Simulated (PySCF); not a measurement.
An unknown gives this computed stick spectrum. Theory: PySCF, TDDFT CAM-B3LYP/def2-SVPD, vertical, gas phase, core orbitals frozen in the response. Geometries: PBE0-D3(BJ)/def2-SVP, one conformer each.

```
state  E (eV)       f
   S1    6.35  0.0021
   S2    6.56  0.0040
   S3    6.65   0.023
   S4    6.70   0.010
   S5    6.87  0.0009
   S6    7.00   0.253
   S7    7.14  0.0048
   S8    7.41  0.0001
   S9    7.46   0.032
  S10    7.54   0.323
```

Triplets computed (Tamm–Dancoff): 5.58, 5.70, 6.26, 6.28 eV.

Orbital energies (eV): HOMO-3 -10.07, HOMO-2 -9.65, HOMO-1 -8.79, HOMO -8.48, LUMO 1.01, LUMO+1 1.17, LUMO+2 1.20.

Problem. Which candidate is it? All have the formula C3H11PSi2.
A. `C[SiH2]/C=C\[SiH2]P`
B. `C=C(C)[SiH2]P[SiH3]`
C. `C[C@@H]1[SiH2]C[Si@H]1P`
D. `C[Si@H]1C[Si@H](P)C1`

Solution. D. Its S1, at 6.35 eV, is the highest among the candidates; the nearest of the others has S1 at 6.08 eV. S1 is HOMO→LUMO+1 (66%), HOMO→LUMO+5 (15%). Löwdin shares by element: HOMO phosphorus 42%, carbon 18% or more, silicon 16% or more (atoms not listed hold the other 24%); LUMO silicon 31%, phosphorus 18%, hydrogen 6% or more (atoms not listed hold the other 44%). At the same level the other candidates give, for their lowest levels:
- `C[SiH2]/C=C\[SiH2]P`: 5.66 eV (f 0.030); 5.91 eV (f 0.124); 6.36 eV (f 0.207); 6.50 eV (f 0.024); 6.75 eV (f 0.045); T1 3.86 eV; HOMO -8.62, LUMO -0.06 eV
- `C=C(C)[SiH2]P[SiH3]`: 6.08 eV (f 0.005); 6.28 eV (f 0.151); 6.51 eV (f 0.070); 6.59 eV (f 0.023); 6.76 eV (f 0.125); T1 4.13 eV; HOMO -8.41, LUMO 0.58 eV
- `C[C@@H]1[SiH2]C[Si@H]1P`: 6.05 eV (f 0.002); 6.52 eV (f 0.005); 6.60 eV (f 0.039); 6.67 eV (f 0.051); 7.02 eV (f 0.281); T1 5.57 eV; HOMO -8.47, LUMO 0.79 eV

Conformer computed: `[CH3:1][Si@H:2]1[CH2:3][Si@H:4]([PH2:5])[CH2:6]1`: H–P5–Si4–C3 176°, H–P5–Si4–C3 82°.
